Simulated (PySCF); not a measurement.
## How methods differ on the ionisation energy of Si²⁺

Si²⁺ [Ne] 3s2 (1S) → Si³⁺ [Ne] 3s1 (2S), as a difference of total energies. Computed with PySCF 2.14 in aug-cc-pCVQZ-DK, with the spin-free X2C one-electron Hamiltonian (Gaussian nucleus). Correlated levels: valence: [Ne] frozen; valence and next inner shell: 1s2 frozen; nothing frozen. The calculations carry no spin-orbit coupling.

```json
{"method": "UHF", "ionisation energy (eV)": "32.019"}
{"method": "LDA", "ionisation energy (eV)": "33.589"}
{"method": "PBE", "ionisation energy (eV)": "33.446"}
{"method": "PBE0", "ionisation energy (eV)": "33.308"}
{"method": "r2SCAN", "ionisation energy (eV)": "32.933"}
{"method": "M06", "ionisation energy (eV)": "33.536"}
{"method": "TPSS", "ionisation energy (eV)": "33.249"}
{"method": "r2SCAN0", "ionisation energy (eV)": "32.971"}
{"method": "MP2 (valence)", "ionisation energy (eV)": "32.930"}
{"method": "SCS-MP2 (valence)", "ionisation energy (eV)": "33.112"}
{"method": "MP2 (valence and next inner shell)", "ionisation energy (eV)": "33.216"}
{"method": "SCS-MP2 (valence and next inner shell)", "ionisation energy (eV)": "33.338"}
{"method": "MP2 (all electrons)", "ionisation energy (eV)": "33.213"}
{"method": "SCS-MP2 (all electrons)", "ionisation energy (eV)": "33.336"}
```

Task: How much does correlation contribute at MP2 (all electrons)?

Result: 33.213 − (32.019) = 1.194 eV, measured against UHF.

MP2 underrates the near-degeneracy of ns² with np² in the lower species.

For comparison: 33.493 eV (measured; NIST Atomic Spectra Database, ionization energies).
